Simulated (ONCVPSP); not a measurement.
# Before and after: ONCV potential for Sn

Sn, optimised norm-conserving Vanderbilt (ONCV), made with ONCVPSP 4.0.1 (PBE, fully relativistic). Core [Ar] 3d10, reference 4s2 4p6 4d10 5s2 5p2. Waves: 4s+5s: rc 1.30 bohr, ncon 4, nbas 9, qcut 7.3 1/bohr, 2 projectors; 4p+5p: rc 1.30 bohr, ncon 4, nbas 7, qcut 13 1/bohr, 2 projectors; 4d: rc 1.45 bohr, ncon 3, nbas 8, qcut 8.5 1/bohr, 2 projectors, debl 0.5 Ha. Local part: polynomial inside 1.15 bohr (lpopt 5, dvloc0 0 Ha). Core correction: Teter function, fcfact 2.5, rcfact 1.35.

Open shells are filled in proportion to 2j + 1.

In the d channel the program set the typed energies aside and used -0.934, 0.250 Ha (j = l + 1/2; the other j can differ).

Change: reference 4s2 4p6 4d10 5s1; wave 4p+5p: rc 1.30 bohr, ncon 4, nbas 7, qcut 13 1/bohr, 2 projectors becomes 4p: rc 1.30 bohr, ncon 4, nbas 7, qcut 13 1/bohr, 2 projectors, debl 2.5 Ha. In the p channel the program set the typed energies aside and used -4.292, 0.250 Ha (j = l + 1/2; the other j can differ). In the d channel the program set the typed energies aside and used -2.007, 0.250 Ha (j = l + 1/2; the other j can differ).

Cutoffs: the cutoffs (Ha) at which the residual kinetic energy of the hardest occupied pseudo-wave falls to 1 and 0.1 mHa per electron; they do not see the model core or the augmentation charge, which bear on the density cutoff. Errors are all-electron minus pseudo energies relative to the spin-unpolarised reference configuration.

What does the change do?

The potential gets neither clearly harder nor softer (49 Ha and 114 Ha → 49 Ha and 114 Ha); the range in which the d5/2 phases agree widens (upper end 3.8 → at the end of the scan); neither file shows a bound ghost.

```tsv
quantity	base	changed
cutoff, loose	49 Ha	49 Ha
cutoff, tight	114 Ha	114 Ha
loose cutoff by channel	s 25 Ha, p 49 Ha, d 32 Ha	s 25 Ha, p 49 Ha, d 32 Ha
bound ghosts	none	none
GHOST(+) flags under 300 eV	none	none
largest error over its own tests, meV	+24	-4.5
s: phases at 1.32 bohr within 0.05 rad from the reference energy up to (Ha; the scan ends near 5)	to the end of the scan	to the end of the scan
p3/2: phases at 1.32 bohr within 0.05 rad from the reference energy up to (Ha; the scan ends near 5)	to the end of the scan	to the end of the scan
p1/2: phases at 1.32 bohr within 0.05 rad from the reference energy up to (Ha; the scan ends near 5)	to the end of the scan	to the end of the scan
d5/2: phases at 1.47 bohr within 0.05 rad from the reference energy up to (Ha; the scan ends near 5)	3.8	to the end of the scan
d3/2: phases at 1.47 bohr within 0.05 rad from the reference energy up to (Ha; the scan ends near 5)	to the end of the scan	to the end of the scan
rms error of d²Exc/dni dnj with the model core, mHa	4.33	5.26
```
